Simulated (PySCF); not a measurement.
# Electron correlation in V²⁺ (vanadium, charge +2)

[Ar] 3d2 4s1, high-spin 4F determinant (an excited configuration). Calculation: PySCF 2.14, in x2c-QZVPPall (11s7p5d3f2g, 96 functions); scalar relativity by spin-free X2C-1e. Frozen: [Ne]; 11 electrons correlated.

```csv
level,correlation energy (mhartree)
CCSD,-315.16
(T),-6.88
CCSD(T),-322.04
```

Diagnostics: T1 = 0.0068, D1 = 0.0269, largest double amplitude 0.028.

Problem. Is a single reference adequate?

Solution. Yes: T1 lies below 0.03 and no double amplitude reaches 0.07.

This basis was not built for core-valence correlation, so the inner-shell part is incomplete.
